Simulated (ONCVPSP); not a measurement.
Configuration tests for iodine (ONCV)

I, optimised norm-conserving Vanderbilt (ONCV), made with ONCVPSP 4.0.1 (PBE, scalar-relativistic). Core [Ar] 3d10, reference 4s2 4p6 4d10 5s2 5p5. Waves: 4s+5s: rc 1.20 bohr, ncon 4, nbas 9, qcut 12.5 1/bohr, 3 projectors, debl 1.6 Ha; 4p+5p: rc 1.50 bohr, ncon 5, nbas 9, qcut 9.6 1/bohr, 2 projectors; 4d: rc 0.85 bohr, ncon 4, nbas 8, qcut 13 1/bohr, 2 projectors, debl 2.9 Ha. Local part: polynomial inside 0.80 bohr (lpopt 5, dvloc0 3 Ha). Core correction: none.

Energies are relative to the spin-unpolarised reference configuration 4s2 4p6 4d10 5s2 5p5; without spin polarisation the order of configurations can differ from experiment.

```tsv
valence configuration	charge	ΔE all-electron (eV)	error AE − PS (meV)
4s2 4p6 4d10 5s2 5p4	+1	11.131	-2.8
4s2 4p6 4d10 5s2 5p3	+2	30.978	-8.2
4s2 4p6 4d9 5s2 5p5	+1	58.246	-0.2
```

Question: What are ΔE and the potential's error for 4s2 4p6 4d10 5s2 5p2?

Answer: ΔE = 60.307 eV all-electron; the error (AE − PS) is -17 meV.
